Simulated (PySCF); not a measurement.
Working out the ionisation energy of Pd⁺

Pd⁺ [Kr] 4d9 (2D) → Pd²⁺ [Kr] 4d8 (3F). All numbers are calculated (PySCF 2.14, scalar relativity through the core potential, in cc-pVDZ-PP with ECP28MDF). Frozen: 4s2 4p6. Energies in hartree (1 hartree = 27.21139 eV):

```json
{"part": "UHF", "Pd⁺ (lower)": "-126.376248", "Pd²⁺ (upper)": "-125.737709"}
{"part": "MP2 opposite-spin", "Pd⁺ (lower)": "-0.132295", "Pd²⁺ (upper)": "-0.094922"}
{"part": "MP2 same-spin", "Pd⁺ (lower)": "-0.076085", "Pd²⁺ (upper)": "-0.058889"}
```

Q: What does Hartree-Fock give?

A: (-125.737709) − (-126.376248) = 0.638539 hartree = 17.376 eV.

Q: What do MP2 and SCS-MP2 (6/5 opposite-spin, 1/3 same-spin) give?

A: The opposite-spin parts differ by 1.017 eV and the same-spin parts by 0.468 eV. MP2: 17.376 + (1.017) + (0.468) = 18.861 eV. SCS-MP2: 17.376 + 1.2 × (1.017) + (0.468)/3 = 18.752 eV.

Reference: 19.43 ± 0.12 eV (semi-empirical (NIST evaluation); NIST Atomic Spectra Database, ionization energies), between the lowest levels; spin-orbit coupling is absent from the calculation.

A double-zeta basis recovers only part of the correlation energy.

What remains against the reference includes basis incompleteness, the frozen core and correlation beyond second order.
